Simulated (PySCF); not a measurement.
Compound: 3-propylpyridine, C8H11N.
Atom-mapped SMILES: `[CH3:1][CH2:2][CH2:3][c:4]1[cH:5][cH:6][cH:7][n:8][cH:9]1`

Structure used (GFN2-xTB), in Å, numbered top down from 1:
```
atom  x, y, z in Å
C1    -3.1409   -0.3325   -0.3094
C2    -1.6571   -0.2339   -0.6385
C3    -0.8052   -0.1042    0.6305
C4     0.6483   -0.0076    0.2807
C5     1.2565    1.2157    0.0241
C6     2.5925    1.2481   -0.3379
C7     3.2771    0.0462   -0.4317
N8     2.7135   -1.1252   -0.1923
C9     1.4388   -1.1458    0.1509
H10   -3.4748    0.5549    0.2246
H11   -3.3362   -1.2015    0.3153
H12   -3.7281   -0.4256   -1.2199
H13   -1.3426   -1.1233   -1.1894
H14   -1.4803    0.6331   -1.2796
H15   -0.9760   -0.9759    1.2659
H16   -1.1152    0.7875    1.1801
H17    0.6885    2.1319    0.1126
H18    3.0901    2.1836   -0.5426
H19    4.3226    0.0139   -0.7089
H20    1.0232   -2.1288    0.3371
```

NICS is the negative of the GIAO shielding at a point without a nucleus: at the ring centre (0) and 1 Å above and below it (1); zz is the component along the ring normal. Level: GIAO PBE0/pcSseg-1 (PySCF, non-relativistic, gas phase) on the GFN2-xTB geometry, one conformer.

Ring bond lengths (Å), with Mayer bond orders in brackets: C4–C5 1.390 (1.40), C5–C6 1.385 (1.43), C6–C7 1.386 (1.40), C7–N8 1.322 (1.47), N8–C9 1.320 (1.49), C9–C4 1.392 (1.37).

**Question.** What do the NICS probes read (ppm)?

**Answer.** 
```
             ring                                               type  NICS(0)  NICS(1), two faces  NICS(1)zz, two faces  rms pucker (Å)  centre to ring atoms, mean (Å)
C4–C5–C6–C7–N8–C9  6-membered ring with N; formal bonds all aromatic     -7.5       -11.2 / -11.3         -28.1 / -28.8            0.00                            1.37
```

**Question.** What do they say, and how far can they be read as aromaticity?

**Answer.** 
- C4–C5–C6–C7–N8–C9: mean NICS(1)zz -28.4 ppm, shielded, aromatic by this magnetic criterion (flat ring, no four-coordinate atom).

**Question.** What does the geometric index give? HOMA = 1 − mean of α(R − Ropt)² over the ring bonds, with Krygowski's 1993 parameters (CC: Ropt 1.388 Å, α 257.7 Å⁻²; CN: Ropt 1.334 Å, α 93.52 Å⁻²).

**Answer.** 
- C4–C5–C6–C7–N8–C9: HOMA 0.99; the largest term is that of N8–C9, α(R − Ropt)² = 0.02. The geometric and the magnetic index point the same way.

**Question.** At the second NICS(1) probe listed for ring C4–C5–C6–C7–N8–C9, 1 Å off the ring, what do the in-plane components average?

**Answer.** The isotropic value is a third of the trace: (3 × -11.3 − (-28.8))/2 = -2.6 ppm.
